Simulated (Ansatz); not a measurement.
`C[Se]CO` + `[SH][SnH2][Cl]` → `C[Se][SnH2][Cl]` + `OCS`  (formal exchange of groups at the Se–C bond)

Gas-phase electronic energies from Ansatz, PBE0-D4/def2-TZVP geometries. CCSD(T)/CBS adds triple-zeta CCSD(T) − MP2 to the extrapolated MP2 energy (def2 sets, frozen cores). Elements past krypton have def2 core potentials. For Se, Sn outer-core shells are correlated without core-valence functions, which leaves a few kJ/mol of doubt a bond. Scalar relativity is left out up to krypton. Each species was taken in one conformer, which may not be the lowest.

```tsv
species	SCS-MP2/def2-QZVPP energy (Eh)
`C[Se]CO`	-2555.20111
`[SH][SnH2][Cl]`	-1073.13494
`C[Se][SnH2][Cl]`	-3115.03769
`OCS`	-513.29636
```

Question: Work out ΔE.

Answer: ΔE = (-3115.03769) + (-513.29636) − (-2555.20111) − (-1073.13494) = 0.00200 Eh = +1.3 kcal/mol. CCSD(T)/CBS gives +0.8 kcal/mol.

Largest T1 diagnostic among the species: 0.012.

In def2-TZVPP, CCSD(T) changes the Hartree–Fock value by +1.9 kcal/mol (the triples alone add +0.3 kcal/mol) and MP2 by +1.8 kcal/mol.
